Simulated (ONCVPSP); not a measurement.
# manganese, ONCV: configuration errors across variants

manganese, optimised norm-conserving Vanderbilt (ONCV), made with ONCVPSP 4.0.1 (PBE, scalar-relativistic). Core [Ne] 3s2, reference 3p6 3d5 4s1 4p1. Waves: 4s: rc 2.30 bohr, ncon 4, nbas 8, qcut 2.3 1/bohr, 2 projectors, debl 0.9 Ha; 3p+4p: rc 1.45 bohr, ncon 4, nbas 7, qcut 9.6 1/bohr, 2 projectors; 3d: rc 1.65 bohr, ncon 4, nbas 9, qcut 7.7 1/bohr, 1 projector. Local part: polynomial inside 1.35 bohr (lpopt 5, dvloc0 -1 Ha). Core correction: none.

All-electron excitation energies from the reference (eV): (1) 3p6 3d5 4s2 4p0 -3.858; (2) 3p6 3d5 4s1 4p0 4.559; (3) 3p6 3d5 4s0 4p0 20.158; (4) 3p6 3d5 4s0 4p1 9.299.

A true bound ghost makes a file unfit for plane-wave use even where its test errors are small: the radial tests pick states by their node count and pass the ghost by.

Errors AE − PS in meV (a dash: test not solved or not reliable):

| change | (1) | (2) | (3) | (4) | bound ghosts | GHOST(+) flags above zero |
| --- | --- | --- | --- | --- | --- | --- |
| base | -3.8 | +0.5 | +7.8 | -3.3 | s | none |
| d: rc 1.16; local potential polynomial inside 1.16 bohr (lpopt 5, dvloc0 -1 Ha) | -3.5 | +0.7 | +2.8 | -5.3 | s | none |
| d: rc 1.5 | -4.0 | +0.4 | +6.4 | -3.9 | s | none |
| d: rc 1.66 | -3.8 | +0.5 | +7.8 | -3.3 | s | none |
| d: rc 1.88 | -3.6 | +0.5 | +7.6 | -3.0 | s | none |
| d: rc 2.02 | -3.6 | +0.5 | +5.4 | -3.4 | s | none |
| d: rc 2.16 | -3.7 | +0.5 | +1.3 | -4.2 | s | none |
| d: rc 2.36 | -4.0 | +0.3 | -8.1 | -6.0 | s | none |

(1) Give the same row for: d: rc 1.34; local potential polynomial inside 1.34 bohr (lpopt 5, dvloc0 -1 Ha).

## Answers

(1) -3.9, +0.5, +4.7, -4.6; bound ghosts: s; GHOST(+) flags above zero: none.
